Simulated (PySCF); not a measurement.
Gas-phase reaction: Ti(OH)4 + TiCl4 → 2 TiCl2(OH)2, at 800 K and a standard pressure of 1 bar. Level: MP2/def2-TZVPP†.

Energies from PySCF, thermal terms from the rigid-rotor harmonic-oscillator model, ideal gas at 1 bar. † marks an energy on the PBE0/def2-TZVP geometry and frequencies. MP2 freezes the core. All species are closed-shell singlets. Ti(OH)4, TiCl2(OH)2: computed as isolated molecules; such fragments, hydroxides, amides, oligomers or adducts are transient or little studied in the gas. MP2 isn't extrapolated to the basis-set limit; its ΔH°(298 K) is -37.6 kJ in def2-SVP and -21.5 kJ in def2-TZVPP. The harmonic model lacks anharmonicity and excited electronic states, which grow with temperature; levels with a mode under 35 cm⁻¹ are left out. Soft modes under 120 cm⁻¹ make the harmonic entropy rough for TiCl4, TiCl2(OH)2.

| species | E (Ha) | H(800 K) − E (kJ/mol) | S°(800 K) (J/mol/K) |
|---|---|---|---|
| Ti(OH)4 | -1151.94448 | 240.3 | 519.4 |
| TiCl4 | -2687.91205 | 88.3 | 453.7 |
| TiCl2(OH)2 | -1919.93214 | 164.0 | 509.1 |
E: electronic energy; H − E holds the zero-point and thermal terms. 1 Ha = 2625.5 kJ/mol.

Question: Work out ΔH°, ΔS°, ΔG° and log10 K from these numbers.

Answer: 1. ΔE = 2×(-1919.93214) − 1×(-1151.94448) − 1×(-2687.91205) = -0.00775 Ha = -20.3 kJ.
2. Δ(H − E) = 2×(164.0) − 1×(240.3) − 1×(88.3) = -0.6 kJ, so ΔH° = -20.9 kJ.
3. ΔS° = 2×(509.1) − 1×(519.4) − 1×(453.7) = 45.1 J/K; the number of gas molecules stays the same.
4. ΔG° = ΔH° − TΔS° = -20.9 − 800×(45.1)/1000 = -57.0 kJ.
5. log10 K = −ΔG°/(RT ln 10) = 3.72, with RT ln 10 = 15.32 kJ/mol; at standard pressures the products are favoured.
6. A shift of 10 kJ in ΔE would move log10 K by 0.65 here.
For scale, ΔH°(298 K) is -22 kJ at this level, -36 kJ at ωB97M-V/def2-TZVP†, and runs from -97 to -22 kJ over the 19 levels computed.
